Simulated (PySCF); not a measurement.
**Molecular orbitals of SiSn**

PBE0 at R = 2.519 Å; Si x2c-SVPall, Sn x2c-SVPall; spin-free X2C with a Gaussian nucleus (PySCF 2.14). State: ³Σ⁻ (triplet), unpaired electrons π ↑↑. Only the outer orbitals are listed, counted within each symmetry.

```json
{"spin": "α", "orbital": "13σ", "occ.": "1", "ε (eV)": "-14.26", "on Si (%)": "51", "main shells (%)": "46 Si s, 44 Sn s"}
{"spin": "α", "orbital": "14σ", "occ.": "1", "ε (eV)": "-10.54", "on Si (%)": "48", "main shells (%)": "49 Sn s, 45 Si s"}
{"spin": "α", "orbital": "7π", "occ.": "1", "ε (eV)": "-6.06", "on Si (%)": "52", "main shells (%)": "52 Si p, 46 Sn p"}
{"spin": "α", "orbital": "7π", "occ.": "1", "ε (eV)": "-6.06", "on Si (%)": "52", "main shells (%)": "52 Si p, 46 Sn p"}
{"spin": "α", "orbital": "15σ", "occ.": "1", "ε (eV)": "-5.70", "on Si (%)": "51", "main shells (%)": "44 Si p, 44 Sn p"}
{"spin": "α", "orbital": "8π", "occ.": "0", "ε (eV)": "-2.35", "on Si (%)": "46", "main shells (%)": "54 Sn p, 46 Si p"}
{"spin": "α", "orbital": "8π", "occ.": "0", "ε (eV)": "-2.35", "on Si (%)": "46", "main shells (%)": "54 Sn p, 46 Si p"}
{"spin": "α", "orbital": "16σ", "occ.": "0", "ε (eV)": "1.05", "on Si (%)": "40", "main shells (%)": "57 Sn p, 42 Si p"}
{"spin": "β", "orbital": "13σ", "occ.": "1", "ε (eV)": "-13.04", "on Si (%)": "45", "main shells (%)": "50 Sn s, 41 Si s"}
{"spin": "β", "orbital": "14σ", "occ.": "1", "ε (eV)": "-9.72", "on Si (%)": "52", "main shells (%)": "48 Si s, 42 Sn s"}
{"spin": "β", "orbital": "15σ", "occ.": "1", "ε (eV)": "-5.38", "on Si (%)": "51", "main shells (%)": "46 Si p, 44 Sn p"}
{"spin": "β", "orbital": "7π", "occ.": "0", "ε (eV)": "-3.36", "on Si (%)": "41", "main shells (%)": "58 Sn p, 41 Si p"}
{"spin": "β", "orbital": "7π", "occ.": "0", "ε (eV)": "-3.36", "on Si (%)": "41", "main shells (%)": "58 Sn p, 41 Si p"}
{"spin": "β", "orbital": "8π", "occ.": "0", "ε (eV)": "-1.14", "on Si (%)": "57", "main shells (%)": "57 Si p, 41 Sn p"}
```

Question: Which are the highest filled and the lowest empty level, where do they sit, and how wide is the gap?

Answer: Highest filled β 15σ at -5.38 eV (in %: 46 Si p, 44 Sn p); lowest empty β 7π at -3.36 eV (in %: 58 Sn p, 41 Si p); the gap at PBE0 is 2.02 eV.

The bond order (Mayer) is 1.95. The ⟨S²⟩ is 2.005, the charge on Si (Mulliken, basis-dependent) is -0.03 and the charge on Si (Löwdin, basis-dependent) is -0.03. The dipole moment (positive dipole means Si(−)Sn(+)) is 0.97 D and the polarisability along the bond is 133.5 bohr³. The polarisability across the bond is 61.3 bohr³.

Spin–orbit coupling is left out. The state was picked by a PBE0 search and need not be the measured ground state.
